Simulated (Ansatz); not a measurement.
Geometry optimisation, RHF/def2-SVP in Ansatz.

Input file:

```yaml
crystal:
  periodic: [false, false, false]
  atoms:
    - { symbol: O, position_ang: [-2.0348, -3.5462, 0.8351] }
    - { symbol: Al, position_ang: [-0.7706, -2.3401, 0.2959] }
    - { symbol: Al, position_ang: [-1.226, 0.1111, 0.3055] }
    - { symbol: F, position_ang: [-2.7173, 0.7609, 0.8429] }
    - { symbol: C, position_ang: [0.2306, 1.3354, -0.2597] }
    - { symbol: C, position_ang: [0.6362, 2.7395, -0.4573] }
    - { symbol: Ge, position_ang: [1.9568, 1.5158, -0.8427] }
    - { symbol: H, position_ang: [-1.9062, -3.5888, 1.7915] }
    - { symbol: H, position_ang: [0.6596, -2.8774, -0.1261] }
    - { symbol: H, position_ang: [0.3649, 3.7733, -0.3907] }
    - { symbol: H, position_ang: [2.8804, 1.0936, 0.3159] }
    - { symbol: H, position_ang: [2.0035, 0.9679, -2.2763] }
basis:
  gaussian: { orbitals: def2-SVP }
hamiltonian:
  xc: hf
relax:
  f_tol: 0.02
  max_steps: 50
output:
  orbitals: {}
```

Command:

```bash
$ ansatz run input.yaml --threads 2 --pin off --max-ram 3072MiB --backend cpu --events-out ev --progress --plain --runs-dir out
```

Q: Where does it end, and by what steps?

A: It converged. The force dipped under the threshold on the way, but the program's further checks kept it going. After 15 steps the energy has fallen by 1.798 eV; H8 moved furthest, 0.80 Å.

```json
{"step": "0", "energy less start (eV)": "0.0000", "largest force component (eV/Å)": "5.875", "accepted": "yes"}
{"step": "1", "energy less start (eV)": "-1.2862", "largest force component (eV/Å)": "1.988", "accepted": "yes"}
{"step": "2", "energy less start (eV)": "-1.4871", "largest force component (eV/Å)": "1.350", "accepted": "yes"}
{"step": "3", "energy less start (eV)": "-1.5788", "largest force component (eV/Å)": "0.845", "accepted": "yes"}
{"step": "4", "energy less start (eV)": "-1.6336", "largest force component (eV/Å)": "1.822", "accepted": "yes"}
{"step": "5", "energy less start (eV)": "-1.7273", "largest force component (eV/Å)": "0.550", "accepted": "yes"}
{"step": "6", "energy less start (eV)": "-1.7353", "largest force component (eV/Å)": "0.445", "accepted": "yes"}
{"step": "7", "energy less start (eV)": "-1.7872", "largest force component (eV/Å)": "0.111", "accepted": "yes"}
{"step": "8", "energy less start (eV)": "-1.7895", "largest force component (eV/Å)": "0.256", "accepted": "yes"}
{"step": "9", "energy less start (eV)": "-1.7957", "largest force component (eV/Å)": "0.095", "accepted": "yes"}
{"step": "10", "energy less start (eV)": "-1.7964", "largest force component (eV/Å)": "0.099", "accepted": "yes"}
{"step": "11", "energy less start (eV)": "-1.7970", "largest force component (eV/Å)": "0.032", "accepted": "yes"}
{"step": "12", "energy less start (eV)": "-1.7973", "largest force component (eV/Å)": "0.014", "accepted": "yes"}
{"step": "13", "energy less start (eV)": "-1.7975", "largest force component (eV/Å)": "0.015", "accepted": "yes"}
{"step": "14", "energy less start (eV)": "-1.7968", "largest force component (eV/Å)": "0.069", "accepted": "no"}
{"step": "15", "energy less start (eV)": "-1.7977", "largest force component (eV/Å)": "0.015", "accepted": "yes"}
```

```xyz
12
Properties=species:S:1:pos:R:3
O -1.875 -3.534 1.218
Al -0.770 -2.569 0.369
Al -1.053 0.020 0.339
F -2.507 0.636 0.871
C 0.290 1.298 -0.237
C 0.511 2.593 -0.425
Ge 2.089 1.646 -0.880
H -2.644 -3.299 1.707
H 0.383 -3.362 -0.360
H -0.080 3.494 -0.306
H 3.275 1.617 0.077
H 2.457 1.406 -2.339
```

Time of the run: 68 s on 2 threads of Arm Neoverse V1, with other jobs on the host, peak memory 0.47 GiB.
